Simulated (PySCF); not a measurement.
## A small calculation by hand: oscillator strength and radiative lifetime

H4SSi, SMILES [SiH3]S.

Geometry: r2SCAN-D4/def2-TZVP.

TDDFT-ωB97X/def2-TZVPD (PySCF 2.14.0) puts the first singlet state with f over 0.02 at 6.45 eV (vertical), with the transition dipole (0.000, 0.000, 0.501) in atomic units.

Problem. Find the oscillator strength, the wavelength and the radiative lifetime that this transition would have in vacuum if emission retraced absorption.

Solution. 
|μ|² = 0.2510 au, so |μ| = 1.27 D. ΔE = 6.45/27.211 = 0.2370 hartree. f = (2/3) ΔE |μ|² = 0.040 (the program prints 0.040).
λ = 1239.84/6.45 = 192 nm; ν = 52023 cm⁻¹.
Einstein's coefficient A = 0.6670 ν² f s⁻¹ (ν in cm⁻¹) = 7.2e7 s⁻¹, so τ = 1/A = 14 ns. This state is S2; the lower singlet has f = 0.001. The figure is the radiative limit of this one transition; relaxation, internal conversion, crossing to triplets and a medium change what is measured.
